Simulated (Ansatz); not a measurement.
Program: Ansatz. Geometries: PBE0-D4/def2-TZVP. ΔE: electronic, gas phase. CCSD(T)/CBS adds triple-zeta CCSD(T) − MP2 to the extrapolated MP2 energy (def2 sets, frozen cores). DFT in def2-TZVPP. B3LYP here is the variant with VWN-RPA as its local correlation; programs differ in this. For Zn outer-core shells are correlated without core-valence functions, which leaves a few kJ/mol of doubt a bond. Scalar relativity is left out up to krypton. Each species was taken in one conformer, which may not be the lowest.

Consider the ligand exchange at a Zn–C bond: `[CH3][Zn][CH](F)S` + `CNC` → `[CH3][Zn][N](C)C` + `FCS`.

Question: Is it downhill or uphill in electronic energy at CCSD(T)/CBS, and by how much? (Best estimate.)

Answer: Ansatz gave: Downhill: ΔE = -33.2 kJ/mol.

Question: What do these levels give: LDA (SPW92), B3LYP-D4, r2SCANh-D4, r2SCAN0-D4, BHLYP-D4, CAM-B3LYP-D4, ωB97M-V, PBE, revPBE, CAM-B3LYP, MP2/def2-SVP, HF/def2-TZVPP? (Best estimate.)

Answer: Ansatz gave: LDA (SPW92) -32.0, B3LYP-D4 -31.8, r2SCANh-D4 -31.6, r2SCAN0-D4 -31.9, BHLYP-D4 -33.5, CAM-B3LYP-D4 -34.6, ωB97M-V -29.2, PBE -26.0, revPBE -24.1, CAM-B3LYP -33.7, MP2/def2-SVP -43.3, HF/def2-TZVPP -35.2 kJ/mol.

Largest T1 diagnostic among the species: 0.014.

At CCSD(T), def2-SVP lies −7.1 kJ/mol from the extrapolated value and def2-TZVPP −3.5 kJ/mol. Leaving LDA and LC-ωPBE aside and taking each functional with its dispersion term where it has one, the values, not all of them listed here, spread over 8.0 kJ/mol, from B2PLYP to PBE-D4. LDA lies −6.1 kJ/mol from PBE without D4. From BLYP to BHLYP (50 % exact exchange), in def2-TZVPP and without D4, ΔE moves by −4.4 kJ/mol.
